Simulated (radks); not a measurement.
Species: the barium ion Ba42+. Configuration: [Ne] 3s2 3p2.

Calculated with a radial shooting solver on a logarithmic mesh with Libxc functionals: Dirac Kohn-Sham, relativistic LDA (MacDonald-Vosko exchange, VWN5 correlation), spin-unpolarised, spherical densities, finite nucleus; open shells fill j = l - 1/2 first; Fermi nuclear charge, rms radius 4.8378 fm.

Energy parts (eV):
total: -177232.19
kinetic: 191143.96
electron-nucleus: -387451.02
Hartree: 21609.50
exchange-correlation: -2534.63

Orbitals (lengths in bohr, moments of r in powers of bohr; <r^-3> diverges for s and p1/2; r(max) is where P^2 peaks):
[
 {"orbital": "1s1/2", "occ.": "2", "eigenvalue (eV)": "-39671.59", "<r^-3>": "-", "r(max)": "0.01649", "<r>": "0.02567"},
 {"orbital": "2s1/2", "occ.": "2", "eigenvalue (eV)": "-8396.892", "<r^-3>": "-", "r(max)": "0.09271", "<r>": "0.1081"},
 {"orbital": "2p1/2", "occ.": "2", "eigenvalue (eV)": "-8099.888", "<r^-3>": "-", "r(max)": "0.07067", "<r>": "0.09072"},
 {"orbital": "2p3/2", "occ.": "4", "eigenvalue (eV)": "-7710.688", "<r^-3>": "6440", "r(max)": "0.07562", "<r>": "0.09643"},
 {"orbital": "3s1/2", "occ.": "2", "eigenvalue (eV)": "-3331.982", "<r^-3>": "-", "r(max)": "0.2492", "<r>": "0.2622"},
 {"orbital": "3p1/2", "occ.": "2", "eigenvalue (eV)": "-3225.202", "<r^-3>": "-", "r(max)": "0.2337", "<r>": "0.2482"},
 {"orbital": "3p3/2", "occ.": "0", "eigenvalue (eV)": "-3125.970", "<r^-3>": "1691", "r(max)": "0.2425", "<r>": "0.2568"},
 {"orbital": "3d3/2", "occ.": "0", "eigenvalue (eV)": "-2973.694", "<r^-3>": "292.4", "r(max)": "0.1883", "<r>": "0.2223"},
 {"orbital": "3d5/2", "occ.": "0", "eigenvalue (eV)": "-2949.765", "<r^-3>": "268.3", "r(max)": "0.1908", "<r>": "0.2250"},
 {"orbital": "4s1/2", "occ.": "0", "eigenvalue (eV)": "-1763.985", "<r^-3>": "-", "r(max)": "0.4941", "<r>": "0.4885"}
]

The highest occupied level is 3p1/2 at -3225.2 eV. The density falls to 0.001 e/bohr^3 at r = 0.73 bohr. For comparison, the ionisation energy in NIST's Atomic Spectra Database is 3266 eV (theoretical). In exact Kohn-Sham theory the highest level is minus the ionisation energy, but local and semilocal functionals leave it too shallow, through self-interaction and a potential that decays too fast; potentials with the right tail come closer.

Beside tabulated values, note that spin-unpolarised runs miss the spin-polarisation part of the exchange energy of open shells.
